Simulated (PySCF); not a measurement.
trans-(1R,2R)-1-chloro-2-ethynylcyclopropane (C5H5Cl), SMILES [C@@H]1(C[C@H]1Cl)C#C.

Geometry: PBE0-D3(BJ)/def2-SVP.

Two levels are set side by side: TDA-PBE/def2-SVPD (PySCF) and TDA-PBE0/def2-SVPD (PySCF). Vertical, same geometry. The lowest singlet is HOMO→LUMO+1 59 %, HOMO→LUMO 37 % with PBE and HOMO→LUMO 71 % with the other functional; states are paired by order. Differences are taken from unrounded values.

```tsv
quantity	TDA-PBE0	TDA-PBE	TDA-PBE minus TDA-PBE0
lowest singlet excitation (eV)	6.18	5.83	-0.34
lowest triplet excitation (TDA) (eV)	5.08	5.09	0.01
```

A lower first singlet is the usual sign of a functional without exact exchange. Differences between two approximate levels are no errors against the true value.

Rough cost on one machine, each run with all the roots and properties that it gave: TDA-PBE0 against TDA-PBE about 3 times.
